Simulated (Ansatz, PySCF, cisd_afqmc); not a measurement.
Species: SnCl, charge 0, doublet. SnCl (SMILES [Cl][Sn], doublet).
B3LYP-D3(BJ)/def2-TZVP minimum from Ansatz (a first-principles code):
```
Sn
Cl 1 2.3937
```
Charge 0, spin multiplicity 2.

Atomisation energy term by term, kcal/mol (programs: Ansatz, cisd_afqmc). Radicals and triplets start from unrestricted determinants; spin-orbit coupling is neglected. Correlated methods leave the cores frozen (noble-gas shells, and filled d and f shells in the p block). Past Kr the def2 sets carry scalar-relativistic core potentials. AFQMC/CISD: phaseless, guided by CISD from CCSD amplitudes; bars are statistical, one sigma. Outlying blocks are dropped, and bars are widened where a walk drifts. Over all cases where full CI ran beside it in this data, AFQMC minus full CI had a median of +0.1 mEh and passed +0.4 mEh in a tenth of the cases. CBS(X,Y): correlation extrapolated as X^-3, Hartree-Fock from the larger set. A bracket is a step between two methods taken in the basis named. Spin-orbit terms, left out, reach several kcal/mol for Br and I, and more for heavier atoms.

```csv
term,basis,kcal/mol
Hartree-Fock,def2-QZVPP,61.63
CCSD correlation,"CBS(def2-TZVPP,def2-QZVPP)",26.27
(T),"CBS(def2-TZVPP,def2-QZVPP)",3.38
CCSDT(Q) - CCSD(T),def2-QZVPP,0.09
CCSDTQ - CCSDT(Q),def2-SVP,-0.04
minus zero-point energy,Hessian by PySCF at B3LYP-D3(BJ)/def2-TZVP,-0.48
sum: D0,,90.9
```

The step beyond CCSD(T) by other levels: CCSDTQ in def2-SVP 0.33; AFQMC/CISD in def2-SVP 0.22 ± 0.10; CCSDT(Q) in def2-SVP 0.37; CCSDT(Q) in def2-TZVPP 0.13 kcal/mol.
